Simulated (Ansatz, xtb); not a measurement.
# C2H5Sn+: which of two structures lies lower

Structure X: a singlet given by its coordinates. Structure Y: a singlet given by its coordinates. Both are isolated ions in the gas phase, relaxed with PBE0-D3(BJ)/def2-SVP.

X (Å):

```xyz
8

C    -0.1416   -0.3044   -0.9641
C    -0.2128   -0.5066    0.5556
Sn    0.2175   -2.1161   -2.0658
H    -1.0326   -1.1762    0.8571
H    -0.3979    0.4607    1.0471
H    -1.0785    0.1328   -1.3630
H     0.6611    0.4060   -1.2452
H     0.7250   -0.9003    0.9761
```

Close contacts (Å): C1–C2 1.53, C1–Sn3 2.15, C1–H6 1.11, C1–H7 1.11, C2–H4 1.10, C2–H5 1.10, C2–H8 1.10.

Y (Å):

| atom | x (Å) | y (Å) | z (Å) |
| --- | --- | --- | --- |
| C | -1.1326 | 0.5504 | -0.4250 |
| C | -0.0979 | 0.0494 | 0.3127 |
| Sn | -1.8302 | -0.1531 | 2.1300 |
| H | -1.7494 | -0.0924 | -1.0632 |
| H | 0.2013 | -1.0036 | 0.2304 |
| H | 0.6155 | 0.7145 | 0.8165 |
| H | -1.3352 | 1.6262 | -0.4769 |
| H | -3.1360 | 0.5042 | 1.1250 |

Close contacts (Å): C1–C2 1.37, C1–Sn3 2.74, C2–Sn3 2.52, C1–H4 1.10, C1–H7 1.10, C2–H5 1.10, C2–H6 1.10, Sn3–H8 1.77.

Energies in hartree; the thermal terms are from PBE0-D3(BJ)/def2-SVP harmonic frequencies (ideal gas, rigid rotor, one conformer each, 298.15 K, 1 atm) and include the zero-point energy:

```
                               X           Y
E, CCSD(T)/def2-TZVP  −292.434914  −292.414278
   zero-point energy     0.063147     0.058634
        H(298 K) − E     0.068906     0.064583
        G(298 K) − E     0.034127     0.029892
```

Question: Work out ΔE, ΔE₀, ΔH and ΔG for X → Y in kcal/mol (1 Eh = 627.51 kcal/mol) and the equilibrium ratio [Y]/[X].

Answer: 1. ΔE = −292.414278 − (−292.434914) = +0.020636 Eh = +12.95 kcal/mol.
2. ΔE₀ = ΔE + ΔZPE = +0.020636 + (−0.004513) Eh = +10.12 kcal/mol.
3. ΔH = ΔE + (−0.004323) Eh = +10.24 kcal/mol.
4. ΔG = ΔE + (−0.004235) Eh = +10.29 kcal/mol, so ΔS = (ΔH − ΔG)/T = −0.8 J/(mol K).
5. kT = 0.9442 mEh, so K = [Y]/[X] = exp(−ΔG/kT) = exp(−17.37) ≈ 2.9 × 10^−8.

Structure X is favoured at this temperature. An error of 1 kcal/mol in ΔG would change K by a factor of 5.4. Mirror images and further conformers aren't counted.

Other levels gave ΔE = +14.6 (PBE0-D3(BJ)/def2-SVP); +12.6 (HF/def2-TZVP); +14.7 (MP2/def2-TZVP) kcal/mol. The correlated steps freeze 6 core orbitals; the filled d shell of Sn is correlated, in a basis made for valence electrons. Atoms past krypton carry core potentials in the def2 sets, without spin–orbit terms. Programs: Ansatz 0.2.0.
